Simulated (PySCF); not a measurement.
## Electron correlation in Br⁺ (bromine, charge +1)

[Ar] 3d10 4s1 4p4 4d1, one real determinant (an excited configuration). All numbers are calculated (PySCF 2.14, the spin-free X2C one-electron Hamiltonian (Gaussian nucleus), in aug-cc-pVTZ-DK). Frozen: [Ar] 3d10; 6 electrons correlated.

| level | correlation energy (mhartree) |
| --- | --- |
| CCSD | -128.47 |
| (T) | -9.51 |
| CCSD(T) | -137.98 |

Diagnostics: T1 = 0.012, D1 = 0.0315, largest double amplitude 0.186.

Q: Is a single reference adequate?

A: Not fully. The real determinant used has ⟨L²⟩ near 8 against 12 for a pure F term, so it mixes terms. The outer electron is Rydberg-like, and this basis confines it to a smaller radius and binds it less than a complete one would. A double-excitation amplitude exceeds 0.15, a sign of near-degeneracy.

The reference is one real determinant that mixes LS terms of this configuration.
